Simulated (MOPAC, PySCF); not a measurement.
C3H4S, SMILES `C=C=CS` (C–C–S–H torsion 0°), neutral singlet in the gas phase. 

Cartesian coordinates (Å):
SMILES: C(S)=C=C
```xyz
8

C     -1.4813     0.4674    -0.2473
C     -0.3627    -0.1876    -0.1325
C      0.7606    -0.8301    -0.0136
S      2.3137    -0.1612     0.5217
H     -1.7584     0.9595    -1.1742
H     -2.1824     0.5423     0.5779
H      0.8271    -1.8862    -0.2489
H      1.8835     1.0959     0.7169
```
Charge 0, multiplicity 1.

All levels are single points at this geometry (B3LYP-D3(BJ)/def2-TZVP); Pople sets use spherical d functions. Orbital energies aren't observables, and empty levels follow the basis.

```tsv
level	HOMO (eV)	LUMO (eV)	gap (eV)	dipole (D)	vertical IE, Delta-SCF (eV)
PBE-D3(BJ)/def2-TZVP in PySCF	-5.35	-1.36	3.99	0.95	–
ωB97X-D3(BJ)/def2-TZVP in PySCF	-8.77	1.81	10.58	1.13	–
B3LYP/6-311+G** in PySCF	-6.29	-0.73	5.55	1.14	–
BP86/6-31G* in PySCF	-5.24	-1.10	4.14	1.18	–
M06-2X/6-31G* in PySCF	-7.41	0.92	8.33	1.28	–
PBE/6-31G* in PySCF	-5.13	-1.01	4.13	1.19	8.29
HF/6-31G* in PySCF	-8.84	4.03	12.87	1.41	–
HF/STO-3G in PySCF	-6.56	8.08	14.63	0.51	–
PM7 in MOPAC	-8.72	-0.47	8.25	1.75	–
```
